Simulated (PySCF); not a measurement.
Geometries of 2 isomers of C2H9B2N, from PBE0-D3(BJ)/def2-SVP geometry optimisation, gas phase in PySCF. One conformer each, no zero-point energy, no frequencies.

**Question.** Which is lower in electronic energy at this level?
A.
```xyz
14
angstrom
B      2.466    0.216    0.914
N      1.101    0.166    0.540
B      0.493    0.829   -0.568
C     -1.042    0.711   -0.880
C     -1.890   -0.172    0.026
H      2.834   -0.396    1.891
H      3.233    0.870    0.251
H      0.488   -0.396    1.125
H      1.212    1.501   -1.273
H     -1.435    1.746   -0.901
H     -1.128    0.391   -1.936
H     -2.952   -0.168   -0.262
H     -1.556   -1.223    0.000
H     -1.845    0.159    1.077
```
B.
```xyz
14
angstrom
B      2.219   -0.195    0.483
N      0.887   -0.661    0.481
B     -0.315   -0.043   -0.023
C     -0.303    1.372   -0.707
C     -1.671   -0.842    0.108
H      3.078   -0.882    0.990
H      2.496    0.871   -0.011
H      0.745   -1.568    0.919
H      0.692    1.785   -0.919
H     -0.833    2.083   -0.048
H     -0.888    1.350   -1.642
H     -1.853   -1.358   -0.854
H     -1.670   -1.617    0.891
H     -2.538   -0.182    0.263
```

**Answer.** B. That is `CB(NB)C`, 12.2 kcal/mol below the other.

```json
{"SMILES": "BNB(C)C", "atoms numbered as above": "[BH2:1][NH:2][B:3]([CH3:4])[CH3:5]", "E (Eh)": "-185.79657", "relative (kcal/mol)": "0.0", "relative (kJ/mol)": "0.0", "dipole (D)": "1.39"}
{"SMILES": "BNBCC", "atoms numbered as above": "[BH2:1][NH:2][BH:3][CH2:4][CH3:5]", "E (Eh)": "-185.77713", "relative (kcal/mol)": "12.2", "relative (kJ/mol)": "51.0", "dipole (D)": "1.74"}
```
